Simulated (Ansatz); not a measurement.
Ligand exchange: C3H4Cl2Si + C2H3Cl3 → C2HCl3Si + C3H6Cl2

Gas-phase species: C3H4Cl2Si `C#C[Si](C)(Cl)Cl`, singlet; C2H3Cl3 (1,1,1-trichloroethane) `CC(Cl)(Cl)Cl`, singlet; C2HCl3Si `C#C[Si](Cl)(Cl)Cl`, singlet; C3H6Cl2 `CC(C)(Cl)Cl`, singlet. The partners trade CH3 for Cl: Si–CH3 and C–Cl bonds give way to Si–Cl and C–CH3.

Shapes, held fixed at every level: PBE0-D4/def2-TZVP. Programs: Ansatz 0.2.0. The zero-point and thermal change to 298 K, harmonic and unscaled (PBE0-D4/def2-TZVP), is +5.6 kJ/mol.

```csv
level,kind,ΔH(298 K) (kJ/mol),less CCSD(T)/CBS estimate
HF/def2-TZVPP,Hartree–Fock,-138.7,-12.2
SPW92/def2-TZVPP,LDA,-117.1,+9.4
wB97M-V/def2-TZVPP,range-separated hybrid,-124.5,+2.0
B2PLYP/def2-TZVPP,double hybrid,-125.3,+1.2
CCSD/def2-SVP,coupled cluster or CI,-136.5,-10.0
CCSD(T)/def2-TZVPP,coupled cluster or CI,-126.7,-0.2
CCSD/def2-TZVPP,coupled cluster or CI,-129.0,-2.5
CCSD(T)/CBS estimate,coupled cluster or CI,-126.5,0.0
```

The highest level, CCSD(T)/CBS estimate, gives ΔH(298 K) = -126.5 kJ/mol; the levels span -138.7 to -117.1. The column of differences is taken from that level and isn't an error. No measured value is set beside it here. The CBS estimate extrapolates MP2 from def2-TZVPP and def2-QZVPP and adds CCSD(T) − MP2 in the triple-zeta set, cores frozen.
